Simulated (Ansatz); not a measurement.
Reaction (atomization): `NB1[SiH2]S1` → B• + 4 H• + N• + S• + Si•

Program: Ansatz. Geometries: PBE0-D4/def2-TZVP. ΔE: electronic, gas phase. CCSD(T)/CBS adds triple-zeta CCSD(T) − MP2 to the extrapolated MP2 energy (def2 sets, frozen cores). This one scheme is used for every species, atoms too. DFT in def2-TZVPP. Open shells (•) are unrestricted, without spin–orbit coupling. Spin–orbit coupling would lower the free atoms: a little for B, S, Si. Each species was taken in one conformer, which may not be the lowest.

CCSD(T)/CBS gives +2778.1 kJ/mol.

Another level gave +2689.5 kJ/mol. Which?
A. CAM-B3LYP-D4/def2-TZVPP
B. BHLYP/def2-TZVPP
C. MP2/def2-TZVPP
D. LDA (SPW92)/def2-TZVPP

B. BHLYP 2689.5, MP2/def2-TZVPP 2741.3, CAM-B3LYP-D4 2795.1, LDA (SPW92) 3206.4 kJ/mol.

Largest T1 diagnostic among the species: 0.014.

From BLYP to BHLYP (50 % exact exchange), in def2-TZVPP and without D4, ΔE moves by −60.6 kJ/mol: exact exchange takes away binding that semilocal exchange gives to molecules. In def2-TZVPP, CCSD(T) changes the Hartree–Fock value by +710.7 kJ/mol (the triples alone add +51.8 kJ/mol) and MP2 by +762.7 kJ/mol; breaking electron pairs costs correlation energy, which Hartree–Fock lacks.

For atomizations the MP2-based limit and the directly extrapolated one differ by several kJ/mol either way, and by 10 to 25 for some Ge, Se and Sn compounds, so smaller differences from it don't rank the levels.
